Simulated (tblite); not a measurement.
I4Si, singlet, geometry from GFN2-xTB; IPEA1-xTB (tblite).

The tblite input:
```
$ tblite run mol.xyz --method ipea1 --charge 0 --spin 0 --json tblite.json --no-restart

# file mol.xyz
5

I      2.21032182    -1.01466435     0.44131595
Si    -0.00000000     0.00000000    -0.00000000
I     -1.44768676    -1.64430040    -1.14468568
I     -1.04249418     0.66686619     2.13970125
I      0.27985912     1.99209856    -1.43633152
```

Output, abridged:

```
xTB calculator
 | screened Coulomb repulsion
 | Coulomb electrostatics
 |  * isotropic Klopman-Ohno-Mataga-Nishimoto electrostatics
 |  * onsite third-order electrostatics
 | DFT-D3(BJ) dispersion correction

halogen bonding energy    0.0000000000000E+00 Eh
repulsion energy          5.3149585120788E-02 Eh
dispersion energy        -4.8098125848546E-03 Eh
number of electrons       3.2000000000000E+01 e
integral cutoff           2.8146159136829E+01 bohr

------------------------------------------------------------
  cycle        total energy    energy error   density error
------------------------------------------------------------
      1     -17.98194437042  -1.8030284E+01   4.0539176E-01
      2     -17.98322777782  -1.2834074E-03   2.3668505E-01
      3     -17.98163113909   1.5966387E-03   2.5183343E-02
      4     -17.98305436259  -1.4232235E-03   2.1062492E-02
      5     -17.98348331611  -4.2895352E-04   9.3588689E-03
      6     -17.98372643801  -2.4312190E-04   5.0866826E-05
      7     -17.98372644347  -5.4656581E-09   5.0138251E-06
------------------------------------------------------------

electronic energy        -1.8032066216009E+01 Eh
total energy             -1.7983726443473E+01 Eh

Post processing:
 | Mayer-Wiberg bond orders

[Info] JSON dump of results written to 'tblite.json'
```
